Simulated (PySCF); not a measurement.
**Basis-set dependence of population analyses: `BC(=C)OC=C`**

C₄H₇BO.
Z-matrix (Å and degrees, PBE0-D3(BJ)/def2-SVP geometry), rows numbered from 1:
```
B 
C   1  1.5453
C   2  1.3521  1  118.12
O   2  1.3657  1  124.67  3   170.68
C   4  1.3528  2  120.41  1    25.60
C   5  1.3318  4  121.83  2  -171.26
H   1  1.2057  2  117.45  3    15.12
H   1  1.2068  2  122.81  3  -162.41
H   3  1.0898  2  119.73  1    -7.84
H   3  1.0946  2  121.38  1   170.67
H   5  1.0955  4  115.63  2    10.00
H   6  1.0897  5  119.64  4  -178.04
H   6  1.0919  5  121.15  4     1.56
```

PBE0 throughout (PySCF), one geometry, spherical d and f functions. Geometry: PBE0-D3(BJ)/def2-SVP, one conformer, isolated molecule. Atoms taken as equivalent share a column and are averaged. The first 7 of 12 kinds of atom are listed.

Mulliken charges (e):

| basis | functions | B1 | C2 | C3 | O4 | C5 | C6 | H7/H8 |
| --- | --- | --- | --- | --- | --- | --- | --- | --- |
| STO-3G | 37 | +0.138 | -0.003 | -0.153 | -0.173 | +0.023 | -0.202 | -0.041 |
| 6-31G | 68 | +0.125 | +0.233 | -0.373 | -0.579 | +0.162 | -0.404 | -0.025 |
| pcSseg-0 | 68 | +0.173 | -0.045 | -0.351 | -0.668 | +0.116 | -0.463 | +0.031 |
| 6-31G* | 98 | -0.021 | +0.321 | -0.435 | -0.482 | +0.153 | -0.466 | +0.001 |
| cc-pVDZ | 119 | -0.005 | +0.092 | -0.037 | -0.237 | +0.063 | -0.094 | -0.021 |
| def2-SVP | 119 | +0.009 | +0.109 | -0.077 | -0.289 | +0.120 | -0.132 | -0.021 |
| aug-cc-pVDZ | 201 | -1.272 | +0.627 | +0.680 | -0.617 | +1.176 | +0.533 | +0.594 |
| 6-311+G(2d,p) | 204 | -0.176 | +0.515 | -0.341 | -0.318 | +0.087 | -0.445 | +0.014 |
| def2-TZVP | 228 | -0.124 | +0.162 | -0.265 | -0.202 | +0.035 | -0.325 | +0.020 |
| cc-pVTZ | 278 | -0.099 | +0.112 | -0.239 | -0.157 | +0.053 | -0.325 | +0.019 |
| IGLO-III | 280 | +0.151 | +0.072 | -0.239 | -0.247 | +0.129 | -0.288 | -0.048 |
| pcSseg-2 | 314 | +0.279 | -0.010 | -0.099 | -0.335 | +0.191 | -0.192 | -0.065 |

IAO charges (e):

```tsv
basis	functions	B1	C2	C3	O4	C5	C6	H7/H8
STO-3G	37	+0.034	-0.034	-0.238	-0.135	-0.019	-0.319	+0.008
6-31G	68	-0.038	+0.053	-0.265	-0.271	+0.037	-0.371	+0.021
pcSseg-0	68	-0.042	+0.054	-0.252	-0.265	+0.044	-0.365	+0.020
6-31G*	98	-0.019	+0.068	-0.262	-0.282	+0.067	-0.373	+0.013
cc-pVDZ	119	-0.035	+0.075	-0.267	-0.278	+0.066	-0.380	+0.018
def2-SVP	119	-0.027	+0.071	-0.256	-0.276	+0.067	-0.369	+0.014
aug-cc-pVDZ	201	-0.033	+0.077	-0.275	-0.289	+0.065	-0.391	+0.019
6-311+G(2d,p)	204	-0.031	+0.076	-0.274	-0.290	+0.065	-0.390	+0.018
def2-TZVP	228	-0.031	+0.078	-0.275	-0.290	+0.068	-0.391	+0.018
cc-pVTZ	278	-0.032	+0.078	-0.276	-0.288	+0.068	-0.391	+0.018
IGLO-III	280	-0.032	+0.077	-0.276	-0.290	+0.066	-0.392	+0.019
pcSseg-2	314	-0.031	+0.077	-0.274	-0.290	+0.067	-0.390	+0.018
```

Hirshfeld charges (e):

```json
{"basis": "STO-3G", "functions": "37", "B1": "+0.143", "C2": "+0.007", "C3": "-0.042", "O4": "-0.072", "C5": "+0.039", "C6": "-0.101", "H7/H8": "-0.067"}
{"basis": "6-31G", "functions": "68", "B1": "+0.114", "C2": "+0.007", "C3": "-0.063", "O4": "-0.108", "C5": "+0.025", "C6": "-0.133", "H7/H8": "-0.054"}
{"basis": "pcSseg-0", "functions": "68", "B1": "+0.114", "C2": "+0.004", "C3": "-0.061", "O4": "-0.084", "C5": "+0.026", "C6": "-0.132", "H7/H8": "-0.056"}
{"basis": "6-31G*", "functions": "98", "B1": "+0.118", "C2": "+0.006", "C3": "-0.067", "O4": "-0.094", "C5": "+0.025", "C6": "-0.138", "H7/H8": "-0.055"}
{"basis": "cc-pVDZ", "functions": "119", "B1": "+0.115", "C2": "-0.001", "C3": "-0.069", "O4": "-0.068", "C5": "+0.024", "C6": "-0.141", "H7/H8": "-0.056"}
{"basis": "def2-SVP", "functions": "119", "B1": "+0.117", "C2": "+0.001", "C3": "-0.070", "O4": "-0.075", "C5": "+0.026", "C6": "-0.141", "H7/H8": "-0.056"}
{"basis": "aug-cc-pVDZ", "functions": "201", "B1": "+0.123", "C2": "-0.003", "C3": "-0.076", "O4": "-0.092", "C5": "+0.024", "C6": "-0.144", "H7/H8": "-0.052"}
{"basis": "6-311+G(2d,p)", "functions": "204", "B1": "+0.126", "C2": "-0.006", "C3": "-0.072", "O4": "-0.095", "C5": "+0.023", "C6": "-0.140", "H7/H8": "-0.053"}
{"basis": "def2-TZVP", "functions": "228", "B1": "+0.121", "C2": "-0.002", "C3": "-0.074", "O4": "-0.089", "C5": "+0.024", "C6": "-0.143", "H7/H8": "-0.053"}
{"basis": "cc-pVTZ", "functions": "278", "B1": "+0.119", "C2": "0.000", "C3": "-0.074", "O4": "-0.084", "C5": "+0.025", "C6": "-0.144", "H7/H8": "-0.054"}
{"basis": "IGLO-III", "functions": "280", "B1": "+0.122", "C2": "-0.002", "C3": "-0.076", "O4": "-0.092", "C5": "+0.024", "C6": "-0.143", "H7/H8": "-0.051"}
{"basis": "pcSseg-2", "functions": "314", "B1": "+0.123", "C2": "-0.001", "C3": "-0.076", "O4": "-0.092", "C5": "+0.024", "C6": "-0.144", "H7/H8": "-0.052"}
```

ESP-fitted charges (e):

```json
{"basis": "STO-3G", "functions": "37", "B1": "+0.189", "C2": "+0.271", "C3": "-0.394", "O4": "-0.211", "C5": "+0.115", "C6": "-0.395", "H7/H8": "-0.104"}
{"basis": "6-31G", "functions": "68", "B1": "+0.204", "C2": "+0.264", "C3": "-0.491", "O4": "-0.298", "C5": "+0.151", "C6": "-0.585", "H7/H8": "-0.105"}
{"basis": "pcSseg-0", "functions": "68", "B1": "+0.236", "C2": "+0.203", "C3": "-0.497", "O4": "-0.262", "C5": "+0.134", "C6": "-0.622", "H7/H8": "-0.108"}
{"basis": "6-31G*", "functions": "98", "B1": "+0.188", "C2": "+0.217", "C3": "-0.494", "O4": "-0.186", "C5": "+0.073", "C6": "-0.578", "H7/H8": "-0.099"}
{"basis": "cc-pVDZ", "functions": "119", "B1": "+0.155", "C2": "+0.205", "C3": "-0.475", "O4": "-0.161", "C5": "+0.055", "C6": "-0.553", "H7/H8": "-0.086"}
{"basis": "def2-SVP", "functions": "119", "B1": "+0.163", "C2": "+0.232", "C3": "-0.480", "O4": "-0.201", "C5": "+0.085", "C6": "-0.555", "H7/H8": "-0.090"}
{"basis": "aug-cc-pVDZ", "functions": "201", "B1": "+0.176", "C2": "+0.229", "C3": "-0.532", "O4": "-0.167", "C5": "+0.065", "C6": "-0.605", "H7/H8": "-0.092"}
{"basis": "6-311+G(2d,p)", "functions": "204", "B1": "+0.172", "C2": "+0.220", "C3": "-0.540", "O4": "-0.159", "C5": "+0.049", "C6": "-0.621", "H7/H8": "-0.090"}
{"basis": "def2-TZVP", "functions": "228", "B1": "+0.169", "C2": "+0.229", "C3": "-0.539", "O4": "-0.158", "C5": "+0.057", "C6": "-0.616", "H7/H8": "-0.091"}
{"basis": "cc-pVTZ", "functions": "278", "B1": "+0.170", "C2": "+0.218", "C3": "-0.518", "O4": "-0.158", "C5": "+0.056", "C6": "-0.596", "H7/H8": "-0.091"}
{"basis": "IGLO-III", "functions": "280", "B1": "+0.173", "C2": "+0.228", "C3": "-0.534", "O4": "-0.166", "C5": "+0.057", "C6": "-0.608", "H7/H8": "-0.091"}
{"basis": "pcSseg-2", "functions": "314", "B1": "+0.175", "C2": "+0.239", "C3": "-0.543", "O4": "-0.173", "C5": "+0.069", "C6": "-0.615", "H7/H8": "-0.093"}
```

Some averages cover members that differ in this geometry, most widely: H7/H8, Mulliken in aug-cc-pVDZ +0.564 to +0.624 e.

Question: Which scheme is steadiest as the basis changes?

Answer: Largest range over the bases for any column: Hirshfeld 0.04 e, IAO 0.16 e, ESP-fitted 0.23 e, Mulliken 1.55 e. Hirshfeld charges move least and Mulliken charges most, counted in e. Without the minimal STO-3G basis the ranges are Hirshfeld 0.04, IAO 0.03, ESP-fitted 0.14, Mulliken 1.55 e.

Question: How much do the charges still move between the two largest bases, IGLO-III and pcSseg-2?

Answer: At most, over all atoms: Mulliken 0.140 e, IAO 0.002 e, Hirshfeld 0.001 e, ESP-fitted 0.011 e.

Question: What do the same runs give for the total energy, the frontier levels and the dipole moment?

Answer: 
```tsv
basis	energy (Eh)	HOMO (eV)	LUMO (eV)	μ (D)
STO-3G	-253.0933	-4.03	0.44	0.63
6-31G	-256.2415	-6.32	-2.06	0.82
pcSseg-0	-255.7381	-6.58	-2.33	0.89
6-31G*	-256.3102	-6.29	-1.98	0.72
cc-pVDZ	-256.3314	-6.44	-2.16	0.70
def2-SVP	-256.1287	-6.51	-2.22	0.73
aug-cc-pVDZ	-256.3469	-6.60	-2.31	0.70
6-311+G(2d,p)	-256.3899	-6.61	-2.31	0.71
def2-TZVP	-256.4117	-6.60	-2.28	0.69
cc-pVTZ	-256.4051	-6.57	-2.26	0.69
IGLO-III	-256.4171	-6.61	-2.31	0.71
pcSseg-2	-256.4124	-6.62	-2.32	0.72
```

The dipole is fixed by the density alone, so its range of 0.26 D shows that the density itself changes with the basis, not only its division among atoms.
